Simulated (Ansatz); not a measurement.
SiH2MeEt (C3H10Si). Charge 0, multiplicity 1. Geometry PBE-D4/def2-SVP; atoms count from 1.

```xyz
14

Si    0.7321   -0.0528   -0.5528
H     2.0012   -0.3534    0.2090
H     0.5644   -1.1403   -1.5874
C     0.8817    1.6276   -1.4095
H     1.0252    2.4395   -0.6675
H    -0.0328    1.8562   -1.9943
H     1.7445    1.6458   -2.1057
C    -0.7423   -0.0948    0.6446
C    -0.9416   -1.4375    1.3603
H    -1.6535    0.1792    0.0675
H    -0.5995    0.7247    1.3838
H    -1.8106   -1.4148    2.0505
H    -1.1170   -2.2628    0.6390
H    -0.0518   -1.7165    1.9623
```

(1) Estimate the Mulliken populations from the PBE0/def2-TZVP orbitals of Ansatz.

(2) And the Mayer bond orders between bonded heavy atoms (over 0.3)?

## Answers

(1) 
```json
{"atom": "Si1", "charge (e)": "0.23"}
{"atom": "H2", "charge (e)": "-0.04"}
{"atom": "H3", "charge (e)": "-0.04"}
{"atom": "C4", "charge (e)": "-0.50"}
{"atom": "H5", "charge (e)": "0.14"}
{"atom": "H6", "charge (e)": "0.14"}
{"atom": "H7", "charge (e)": "0.14"}
{"atom": "C8", "charge (e)": "-0.31"}
{"atom": "C9", "charge (e)": "-0.37"}
{"atom": "H10", "charge (e)": "0.12"}
{"atom": "H11", "charge (e)": "0.12"}
{"atom": "H12", "charge (e)": "0.13"}
{"atom": "H13", "charge (e)": "0.13"}
{"atom": "H14", "charge (e)": "0.13"}
```
Mulliken values and Mayer orders depend strongly on the basis.

(2) Si1–C4 1.00 (1.89 Å); Si1–C8 1.00 (1.90 Å); C8–C9 1.00 (1.53 Å).
